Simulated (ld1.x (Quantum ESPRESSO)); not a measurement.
u(r) = r·R(r): atom against pseudo-atom (Cu)

Columns: radius, all-electron u(r) and pseudo u(r) of the 3d shell (level -13.66 eV) of copper in the configuration [Ne] 3s2 3p6 3d10 4s0 4p0; PBE, scalar-relativistic, TM scheme, ld1.x (Quantum ESPRESSO) 7.5.

```csv
r (bohr),all-electron,pseudo
0.057,0.0277,0.0057
0.115,0.1397,0.0444
0.172,0.3018,0.1359
0.230,0.4768,0.2858
0.288,0.6345,0.4748
0.345,0.7605,0.6675
0.402,0.8551,0.8356
0.460,0.9209,0.9586
0.518,0.9597,1.0263
0.575,0.9764,1.0458
0.632,0.9767,1.0325
0.690,0.9645,1.0007
0.747,0.9438,0.9627
0.805,0.9167,0.9240
0.862,0.8862,0.8880
0.920,0.8529,0.8530
0.977,0.8190,0.8190
1.035,0.7843,0.7843
1.092,0.7504,0.7504
1.150,0.7166,0.7166
1.208,0.6838,0.6838
1.265,0.6526,0.6526
1.322,0.6226,0.6226
1.380,0.5933,0.5933
1.438,0.5653,0.5653
1.495,0.5390,0.5390
```

(1) How many radial nodes do the two functions have?

(2) At about which radius was the pseudo-wave matched?

(3) Where does each function peak?

(4) Is the pseudo-wave norm-conserving?

Answers

(1) The all-electron 3d function has n − l − 1 = 0; the pseudo-wave has 0.

(2) 1.00 bohr. The columns agree to 0.0005 from 0.92 bohr on; several derivatives are matched, so the curves merge somewhat inside the radius.

(3) Outermost all-electron maximum near 0.63 bohr, pseudo maximum near 0.57 bohr (to the table’s step).

(4) Yes: the TM scheme keeps the norm inside the radius equal to the all-electron one, which fixes the energy derivative of the logarithmic derivative at the level.
